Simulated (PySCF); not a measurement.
A calculated (LDA, PySCF 2.14, aug-cc-pVDZ-DK, the spin-free X2C one-electron Hamiltonian (Gaussian nucleus)) atom or ion has these occupied shells.

```
shell  electrons  orbital energy (eV)  rms radius, mean of both spins (bohr)
 1s α          1              -1787.5                                  0.129
 1s β          1              -1787.4                                  0.129
 2s α          1              -148.29                                  0.621
 2s β          1              -148.17                                  0.621
 2p α          3              -105.26                                  0.605
 2p β          3              -105.11                                  0.605
 3s α          1              -19.458                                   2.21
 3s β          1              -18.608                                   2.21
 3p α          1              -12.067                                   2.66
```

Question: Name the element and its charge.

Answer: Si+ (silicon, charge +1), in [Ne] 3s2 3p1, 2P determinant.
